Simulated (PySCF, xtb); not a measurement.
GeH₃, SMILES [GeH3] (connectivity only; charge and spin as stated), charge +1, multiplicity 1.

Harmonic wavenumbers (cm⁻¹) from GFN2-xTB (xtb 6.7.1) at its own minimum, in rising order: 631, 699, 699, 1761, 1890, 1891.

Question: What does r2SCAN-D4/def2-TZVPD in PySCF give at its own minimum? (Estimate from the structure and the level; the computed values follow.)

Answer: 804, 853, 853, 2198, 2264, 2264. Paired by order, the mean absolute difference is 277 cm⁻¹ and the zero-point energies are 10.8 and 13.2 kcal/mol.
